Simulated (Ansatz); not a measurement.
A structure relaxed at PBE0-D4/def2-SVP in Ansatz, charge 0, singlet:

```xyz
8

Al   -1.6889   -0.9664    0.2018
Al    2.3887   -0.9031   -1.3539
Al    0.6166   -2.0475    0.0515
Al   -0.1745   -0.0330   -1.7010
Ga   -0.5413    1.8570   -0.0107
Ga    1.8281    1.0490    0.1112
Ga   -2.8407    1.2393    0.8167
Ga    0.4119   -0.1952    1.8845
```

(1) Give its formula.

(2) Summarise the bond lengths by kind (pairs closer than 1.2 times the sum of covalent radii, bridged metal pairs left out).

## Answers

(1) Al₄Ga₄ (the lowest singlet isomer of a short search).

(2) 6 × Al–Ga 2.50 to 2.91 Å; 5 × Al–Al 2.53 to 2.78 Å; 3 × Ga–Ga 2.51 to 2.59 Å.

The restricted singlet is unstable towards broken spin symmetry at other levels; at PBE0-D4/def2-SVP this wasn't settled. The structure comes from a short search, and lower isomers may exist.
